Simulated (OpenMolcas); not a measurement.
# C2H4AlFO (SMILES C=C[O][AlH][F]): methods side by side

The species is C2H4AlFO (9 atoms), meant as a singlet with charge 0. As SMILES, `C=C[O][AlH][F]`. Geometry: relaxed at PBE0-D4/def2-TZVP. This is one conformer, not always the lowest.

Each level gives the vertical ionisation energy (to the doublet cation) (eV). The values are calculated.

| level | kind | program | value (eV) |
| --- | --- | --- | --- |
| HF/def2-SVP | Hartree–Fock | OpenMolcas | 8.14 |
| PBE/def2-SVP | GGA | OpenMolcas | 9.16 |
| TPSS/def2-SVP | meta-GGA | OpenMolcas | 9.08 |
| r2SCAN/def2-SVP | meta-GGA | OpenMolcas | 9.16 |
| B3LYP/def2-SVP | global hybrid | OpenMolcas | 9.23 |
| BHLYP/def2-SVP | global hybrid | OpenMolcas | 9.10 |
| M06-2X/def2-SVP | hybrid meta-GGA | OpenMolcas | 9.33 |
| PBE0/def2-SVP | global hybrid | OpenMolcas | 9.22 |

The values span 8.14 to 9.33 eV.
